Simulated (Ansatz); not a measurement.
(3E)-hexa-1,3-diene (C6H10), SMILES C(/CC)=C\C=C.

The structure is a stationary point at PBE0-D3(BJ)/def2-SVP. The values are those of a single conformer.

Two levels are set side by side: PBE/def2-SVPD (Ansatz, a first-principles code) and PBE0/def2-SVPD (Ansatz). Energy differences of separate SCF runs at the same geometry; the states with an electron removed or added have multiplicity 2 and 2. Differences are taken from unrounded values.

| quantity | PBE |
|---|---|
| vertical ionisation energy (eV) | 8.33 |
| vertical singlet–triplet gap (eV) | 3.16 |

These are the PBE values. What does PBE0 give? (The exact figures need the calculation; the answer reports its results.)


```csv
quantity,PBE0,PBE minus PBE0
vertical ionisation energy (eV),8.36,-0.03
vertical singlet–triplet gap (eV),3.15,0.01
```

Here PBE gives about what the other level gives.
